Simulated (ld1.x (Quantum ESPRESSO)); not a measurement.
# Transferability test, PAW potential for S

- Element: sulfur
- Generator: ld1.x (Quantum ESPRESSO) 7.5
- Type: PAW
- Functional: PBE
- Relativity: scalar-relativistic
- Frozen core: [Ne]
- Valence charge: 6
- Reference configuration: 3s2 3p4
- Partial waves: 3s (bound): rcut 1.15, rcutus 1.45 bohr; 3s channel at -0.65 Ry: rcut 1.15, rcutus 1.45 bohr; 3p (bound): rcut 1.20, rcutus 1.35 bohr; 3p channel at 1.05 Ry: rcut 1.20, rcutus 1.35 bohr
- Local potential: all-electron potential smoothed inside 1.05 bohr (lloc = -1)
- Core correction: Bessel-smoothed model core inside 1.35 bohr
- Augmentation charge: PSQ, inside the norm-conserving radii

Energies are relative to the spin-unpolarised reference configuration 3s2 3p4; without spin polarisation the order of configurations can differ from experiment.

Q: Give the all-electron excitation energy and the error of the potential for: 3s2 3p3; 3s2 3p2; 3s2 3p1; 3s0 3p6; 3s2 3p4.3; 3s1 3p4; 3s1 3p5.

A:

| valence configuration | charge | ΔE all-electron (eV) | error AE − PS (meV) |
| --- | --- | --- | --- |
| 3s2 3p3 | +1 | 11.769 | -1.4 |
| 3s2 3p2 | +2 | 34.053 | -8.2 |
| 3s2 3p1 | +3 | 68.094 | -32 |
| 3s0 3p6 | 0 | 20.740 | -1.7 |
| 3s2 3p4.3 | -0.3 | -1.709 | +0.2 |
| 3s1 3p4 | +1 | 22.648 | -2.5 |
| 3s1 3p5 | 0 | 10.311 | -0.6 |
